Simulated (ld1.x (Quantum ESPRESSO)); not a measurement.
tantalum: variants of one PAW potential

Base potential:

```
Element                 : tantalum (Ta)
Generator               : ld1.x (Quantum ESPRESSO) 7.5
Type                    : PAW
Functional              : PBE
Relativity              : fully relativistic
Frozen core             : [Kr] 4d10 4f14 5s2
Valence charge          : 11
Reference configuration : 5p6 5d4 6s1 6p0
Partial waves           : 6s (bound): rcut 2.90, rcutus 3.15 bohr; 6s channel at 0.55 Ry: rcut 2.90, rcutus 3.15 bohr; 5p (bound): rcut 1.70, rcutus 2.20 bohr; 6p (bound, empty): rcut 1.70, rcutus 2.20 bohr; 5d (bound): rcut 1.35, rcutus 1.70 bohr; 5d channel at 0.8 Ry: rcut 1.35, rcutus 1.70 bohr
Local potential         : all-electron potential smoothed inside 1.85 bohr (lloc = -1)
Core correction         : Bessel-smoothed model core, default radius (core density twice the valence density)
Augmentation charge     : BESSEL, radius 1.40 bohr
```

Open shells are filled in proportion to 2j + 1 (rel_dist='average').

Cutoffs, loose and tight: the cutoffs (Ry, on a coarse ladder) from which the occupation-weighted sum of valence levels, in a spherical-Bessel basis at the reference potential, stays within 10 and 1 mRy of its value at 400 Ry. They do not see the model core or the augmentation charge, which bear on the density cutoff. Test errors are all-electron minus pseudo excitation energies from the reference, over the configurations 5p6 5d3 6s2 6p0; 5p6 5d3 6s1 6p0; 5p6 5d3 6s0 6p0; 5p5 5d3 6s2 6p0; 5p6 5d3 6s0 6p2; 5p6 5d1 6s0 6p0; 5p6 5d2 6s2 6p0. A dash means not determined; rows that change the core or the reference have their own tests. The largest error is taken over the tests solved by every variant that gives reliable tests at all: 5p6 5d3 6s0 6p0; 5p6 5d3 6s1 6p0; 5p6 5d3 6s2 6p0.

Cutoffs are not given where the Bessel-basis levels miss the radial ones by over 6 mRy, ghosts where they miss by over 20 mRy; a channel whose overlap is not positive is not tested.

| change | outcome | bound ghosts | largest test error (meV) |
| --- | --- | --- | --- |
| base | generated | not determined | +203 |
| local potential all-electron potential smoothed inside 1.20 bohr (lloc = -1) | generated | not determined | test run stopped at test 1 of 7 (negative rho) |
| local potential all-electron potential smoothed inside 1.44 bohr (lloc = -1) | generated | not determined | +18 |
| local potential all-electron potential smoothed inside 1.80 bohr (lloc = -1) | generated | not determined | test run stopped at test 1 of 7 (negative rho) |
| local potential all-electron potential smoothed inside 2.00 bohr (lloc = -1) | generated | not determined | test run stopped at test 1 of 7 (negative rho) |
| local potential all-electron potential smoothed inside 2.24 bohr (lloc = -1) | generated | not determined | +34 |
| local potential all-electron potential smoothed inside 2.62 bohr (lloc = -1) | generated | not determined | +35 |
| local potential all-electron potential smoothed inside 2.82 bohr (lloc = -1) | generated | not determined | +20 |
| local potential all-electron potential smoothed inside 3.14 bohr (lloc = -1) | generated | not determined | test run stopped at test 1 of 7 (negative rho) |
| local potential all-electron potential smoothed inside 3.44 bohr (lloc = -1) | generated | not determined | test run stopped at test 1 of 7 (negative rho) |
| local potential all-electron potential smoothed inside 3.60 bohr (lloc = -1) | generated | not determined | test run stopped at test 1 of 7 (negative rho) |
